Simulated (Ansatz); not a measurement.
Geometry optimisation, RKS PBE-D4/def2-SVP in Ansatz 0.2.0.

Input:

```yaml
crystal:
  periodic: [false, false, false]
  atoms:
    - { symbol: Ge, position_ang: [0.23746, -0.322111, -0.445377] }
    - { symbol: O, position_ang: [-0.10725, 0.133128, 2.486844] }
    - { symbol: H, position_ang: [-0.914521, -0.405412, 2.595639] }
    - { symbol: H, position_ang: [1.460621, 0.176878, -1.260966] }
    - { symbol: H, position_ang: [-0.461614, 0.852631, 0.256662] }
    - { symbol: H, position_ang: [-0.779247, -1.053977, -1.377263] }
    - { symbol: O, position_ang: [0.887433, -1.615898, 0.610038] }
    - { symbol: Si, position_ang: [0.465122, -3.233371, 0.668722] }
    - { symbol: H, position_ang: [1.254689, -4.054173, -0.313602] }
    - { symbol: H, position_ang: [0.756594, -3.727881, 2.060062] }
    - { symbol: H, position_ang: [-1.004266, -3.413822, 0.379145] }
    - { symbol: H, position_ang: [0.605979, -0.553492, 2.521994] }
basis:
  gaussian: { orbitals: def2-SVP }
hamiltonian:
  xc: pbe
  dispersion: d4
relax:
  f_tol: 0.03
  max_steps: 50
```

Run as:

```bash
$ ansatz run input.yaml --threads 4 --pin off --max-ram 5120MiB --backend cpu --events-out ev --progress --plain --runs-dir out
```

Where does it end, and by what steps?

It converged. The force dipped under the threshold on the way, but the program's further checks kept it going. After 31 steps the energy has fallen by 0.307 eV; H5 moved furthest, 1.57 Å.

```json
{"step": "0", "energy less start (eV)": "0.0000", "largest force component (eV/Å)": "0.932", "accepted": "yes"}
{"step": "2", "energy less start (eV)": "-0.1394", "largest force component (eV/Å)": "0.819", "accepted": "yes"}
{"step": "4", "energy less start (eV)": "-0.2016", "largest force component (eV/Å)": "0.169", "accepted": "yes"}
{"step": "6", "energy less start (eV)": "-0.2070", "largest force component (eV/Å)": "0.080", "accepted": "yes"}
{"step": "8", "energy less start (eV)": "-0.2089", "largest force component (eV/Å)": "0.117", "accepted": "yes"}
{"step": "10", "energy less start (eV)": "-0.2121", "largest force component (eV/Å)": "0.090", "accepted": "yes"}
{"step": "12", "energy less start (eV)": "-0.2140", "largest force component (eV/Å)": "0.066", "accepted": "yes"}
{"step": "14", "energy less start (eV)": "-0.2158", "largest force component (eV/Å)": "0.032", "accepted": "yes"}
{"step": "16", "energy less start (eV)": "-0.2164", "largest force component (eV/Å)": "0.030", "accepted": "yes"}
{"step": "18", "energy less start (eV)": "-0.2182", "largest force component (eV/Å)": "0.124", "accepted": "yes"}
{"step": "20", "energy less start (eV)": "-0.2250", "largest force component (eV/Å)": "0.327", "accepted": "yes"}
{"step": "22", "energy less start (eV)": "-0.2611", "largest force component (eV/Å)": "0.442", "accepted": "yes"}
{"step": "24", "energy less start (eV)": "-0.2749", "largest force component (eV/Å)": "0.385", "accepted": "no"}
{"step": "26", "energy less start (eV)": "-0.2995", "largest force component (eV/Å)": "0.248", "accepted": "yes"}
{"step": "28", "energy less start (eV)": "-0.3055", "largest force component (eV/Å)": "0.078", "accepted": "yes"}
{"step": "30", "energy less start (eV)": "-0.3068", "largest force component (eV/Å)": "0.037", "accepted": "yes"}
{"step": "31", "energy less start (eV)": "-0.3069", "largest force component (eV/Å)": "0.016", "accepted": "yes"}
```

```xyz
12
Properties=species:S:1:pos:R:3
Ge 0.263 -0.334 -0.335
O -0.505 0.268 2.504
H -1.436 -0.024 2.483
H 0.780 -0.914 -1.686
H 1.099 0.879 0.108
H -1.255 -0.058 -0.435
O 0.534 -1.666 0.887
Si 0.699 -3.321 0.631
H 1.792 -3.613 -0.363
H 1.040 -3.938 1.955
H -0.583 -3.926 0.117
H -0.027 -0.571 2.316
```

Whether the end is a true minimum wasn't checked by a vibrational analysis.

Run time: 43 s on 4 threads of Arm Neoverse V2, with other jobs on the host, peak memory 0.17 GiB.
